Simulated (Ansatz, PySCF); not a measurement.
Al(Cl)(OMe)(NH2) (CH₅AlClNO), SMILES C[O][Al]([NH2])[Cl].

Coordinates come from a ωB97X-D3(BJ)/def2-SVP optimisation. The structure was generated by enumeration; whether it is a known compound was not checked. The values are those of a single conformer.

Vertical ionisation energy (IE) and electron affinity (EA) in eV. Rows of orbital energies are one-electron estimates. Where ΔSCF, EOM or ADC give a negative EA the extra electron is unbound and the value depends on the basis.

| level | IE | EA |
|---|---|---|
| −ε(HOMO), −ε(LUMO), B3LYP/def2-TZVP (PySCF) | 7.34 | 0.58 |
| −ε(HOMO), −ε(LUMO), PBE/def2-TZVP (PySCF) | 6.16 | 1.15 |
| ΔSCF, CAM-B3LYP/def2-SVPD (Ansatz), final states of multiplicity 2 and 2 | 10.08 | -0.58 |
| ΔSCF, PBE/def2-SVPD (Ansatz), final states of multiplicity 2 and 2 | [?] | [?] |

Problem. What belongs in the gaps? (An estimate is asked for; the answer gives what the named calculation found.)

Solution. 
- ΔSCF, PBE/def2-SVPD (Ansatz, a program for electronic structure), final states of multiplicity 2 and 2, IE: 9.34
- ΔSCF, PBE/def2-SVPD (Ansatz), final states of multiplicity 2 and 2, EA: -0.34

Problem. What vertical singlet–triplet gap does ΔSCF give with CAM-B3LYP/def2-SVPD (Ansatz) and with PBE/def2-SVPD (Ansatz)? (An estimate is asked for; the answer gives what the named calculation found.)

Solution. 5.74 and 5.00 eV (triplet above singlet where positive).
